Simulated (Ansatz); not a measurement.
PdS₃⁻, relaxed as a doublet with UKS PBE0-D4/def2-SVPD in Ansatz, starting from the GFN2-xTB geometry. Force threshold 0.02 eV/Å.

In the def2 sets Pd takes a core potential; there is no spin–orbit coupling. The relaxation made no stability test and no search for a lower SCF solution. The structure comes from a short search, and lower isomers may exist.

Start:

```xyz
4

Pd   -0.427   -0.188   -0.182
S     1.676    0.738   -0.383
S     1.022    0.434    1.497
S    -2.272   -0.985   -0.932
```

Q: Estimate the energy that the relaxation releases and the steps that it takes.

A: 3.4 kJ/mol, in 19 steps; 54 s on 4 threads of Arm Neoverse V1 on a shared host. The force fell under the threshold at step 3, but the optimiser went on. No frequencies were taken in this run, so the end may be a saddle point.

Q: Does the start keep its bonding and symmetry?

A: By distances, no bond broke or formed. The bond that changes most is Pd1–S2, from 2.31 to 2.36 Å (atoms count from 1). Point group C2v at the start, Cs at the end, both within 0.05 Å.

Q: Predict the relaxed structure.

A: 
```csv
atom,x (Å),y (Å),z (Å)
Pd1,-0.383,-0.165,-0.325
S2,1.779,0.783,-0.342
S3,0.935,0.395,1.489
S4,-2.331,-1.013,-0.823
```
Bond lengths: 3 × Pd–S 2.18 to 2.36 Å; 1 × S–S 2.05 Å.
